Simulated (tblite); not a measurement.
Isomers of [C5H7O4]- (charge -1). Computed with GFN2-xTB (tblite): harmonic, unscaled wavenumbers at the GFN2-xTB geometry, gas phase. Errors from tens to a few hundred cm⁻¹ against measured bands are possible. One conformer each.

Electronic energies: GFN2-xTB at the same geometries; isomer energies are rough at this level and their order can be wrong.

| SMILES | electronic energy, lowest = 0 (kJ/mol) |
| --- | --- |
| C[C@@H](COC=O)C(=O)[O-] | 18.1 |
| C[C@H](CC(=O)[O-])OC=O | 0.0 |
| C=C[C@@H](OC)OC(=O)[O-] | 56.3 |

Problem. How do GFN2-xTB zero-point energies change the relative energies?

Solution. 
```json
{"SMILES": "C[C@H](CC(=O)[O-])OC=O", "ZPE (kJ/mol)": "309.6", "of it from modes above 1550 cm⁻¹": "142.6", "electronic (kJ/mol)": "0.0", "with ZPE, lowest = 0 (kJ/mol)": "0.0", "lowest mode (cm⁻¹)": "69", "rings": "0"}
{"SMILES": "C[C@@H](COC=O)C(=O)[O-]", "ZPE (kJ/mol)": "306.1", "of it from modes above 1550 cm⁻¹": "144.3", "electronic (kJ/mol)": "18.1", "with ZPE, lowest = 0 (kJ/mol)": "14.7", "lowest mode (cm⁻¹)": "34", "rings": "0"}
{"SMILES": "C=C[C@@H](OC)OC(=O)[O-]", "ZPE (kJ/mol)": "302.2", "of it from modes above 1550 cm⁻¹": "145.9", "electronic (kJ/mol)": "56.3", "with ZPE, lowest = 0 (kJ/mol)": "49.0", "lowest mode (cm⁻¹)": "51", "rings": "0"}
```

The zero-point energies span 7.4 kJ/mol, from `C=C[C@@H](OC)OC(=O)[O-]` to `C[C@H](CC(=O)[O-])OC=O`. The order is unchanged.

Problem. What do entropy and thermal enthalpy add at 298.15 K and 1 bar (rigid rotor, harmonic oscillator, one conformer each)?

Solution. 
| SMILES | point group | symmetry number | S (J/(mol K)) | H − H(0) (kJ/mol) | ZPE + H − H(0) − TS (kJ/mol) |
| --- | --- | --- | --- | --- | --- |
| C[C@H](CC(=O)[O-])OC=O | C1 | 1 | 382.9 | 25.30 | 220.7 |
| C[C@@H](COC=O)C(=O)[O-] | C1 | 1 | 421.2 | 28.20 | 208.7 |
| C=C[C@@H](OC)OC(=O)[O-] | C1 | 1 | 417.9 | 28.72 | 206.4 |
